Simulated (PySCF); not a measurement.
C4H4F2, SMILES C=C/C(F)=C/F. Atoms are numbered in the order given.

```xyz
10

C      0.0449    -2.4464     0.0000
C      0.6903    -1.2738     0.0000
C      0.0206     0.0107     0.0000
F     -1.3107    -0.0121     0.0000
C      0.6639     1.1874     0.0000
F      0.0218     2.3438     0.0000
H     -1.0468    -2.4881     0.0000
H      0.5925    -3.3905     0.0000
H      1.7840    -1.2383     0.0000
H      1.7529     1.2634     0.0000
```

The structure is a stationary point at PBE0-D3(BJ)/def2-SVP. One conformer was computed; it need not be the lowest.

Computed with CAM-B3LYP/def2-TZVP run with PySCF.

The molecule is in vacuum.

- total energy: -354.47473 hartree
- point group: Cs
- highest occupied level: -8.11 eV
- lowest empty level: 0.05 eV
- orbital gap: 8.15 eV
- dipole moment: 0.494 e·Å
- quadrupole, principal values (traceless, Buckingham form, about the centre of nuclear charge): -3.36, -0.99, 4.35 D·Å
- mean static polarisability: 53.4 bohr³ (7.91 Å³)
- polarisability, principal values: 30.8, 43.2, 86.2 bohr³
